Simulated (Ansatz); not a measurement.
Species: [Nb(F)3(NH2)2] (charge 0, multiplicity 1).

### Question
Give a relaxed geometry from Ansatz (a first-principles code) with r2SCAN-D4/def2-SVP.

### Answer
This is not unique; one that fits is the end point of this relaxation, one of several conformers.
Cartesian coordinates (Å) in one orientation:
```xyz
10

Nb    -0.233     0.004    -0.067
F     -1.190    -1.549     0.382
F      0.552     1.583    -0.714
F      0.989    -0.181     1.347
N     -1.902     1.018     0.177
H     -2.013     1.998    -0.078
H     -2.796     0.591     0.414
N      0.132    -0.812    -1.820
H      0.556    -0.314    -2.600
H     -0.227    -1.721    -2.108
```
